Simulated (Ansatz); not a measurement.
`N[SiH2]B(N)O`. The species carries charge 0 and has multiplicity 1.

| atom | x (Å) | y (Å) | z (Å) |
| --- | --- | --- | --- |
| N1 | -1.0746 | -1.5898 | 0.3043 |
| Si2 | -0.5585 | -0.0784 | 0.9858 |
| B3 | 0.6432 | 0.8289 | -0.3755 |
| N4 | 1.2493 | 0.0143 | -1.3377 |
| O5 | 0.8985 | 2.1793 | -0.4241 |
| H6 | -1.4922 | -2.2773 | 0.9127 |
| H7 | -1.5715 | -1.5648 | -0.5735 |
| H8 | -1.6700 | 0.8418 | 1.4079 |
| H9 | 0.1577 | -0.4206 | 2.2493 |
| H10 | 1.8697 | 0.3695 | -2.0476 |
| H11 | 1.1272 | -0.9830 | -1.3393 |
| H12 | 0.4212 | 2.6801 | 0.2376 |

Question: List the harmonic frequencies (cm⁻¹, unscaled) at PBE0-D4/def2-TZVP in Ansatz. (An estimate is asked.)

Answer: The calculation gave: 67, 114, 203, 310, 341, 366, 473, 488, 515, 552, 601, 652, 697, 792, 846, 915, 930, 964, 1015, 1279, 1402, 1586, 1619, 2124, 2194, 3583, 3605, 3673, 3718, 3922.

Question: Is this a minimum?

Answer: Yes, all 30 modes are real.

Question: Give the ideal-gas thermochemistry at 298.15 K and 1 bar (rigid rotor, harmonic oscillator; point group C1, symmetry number 1).

Answer: Zero-point energy 236.5 kJ/mol; H(298) − E = 259.1 kJ/mol; entropy 351.7 J/(mol·K), of which translation 165.0, rotation 112.2, vibration 74.5; G(298) − E = 154.3 kJ/mol. Modes under 100 cm⁻¹ are hindered rotations or soft bends, so the harmonic entropy is rough.

Question: And at 400, 500, 600, 800 and 1000 K?

Answer: 
```csv
T (K),H − E (kJ/mol),S (J/mol/K),G − E (kJ/mol)
400,273.0,391.7,116.4
500,288.9,426.9,75.4
600,306.3,458.7,31.1
800,344.9,514.0,-66.3
1000,387.0,560.9,-173.9
```
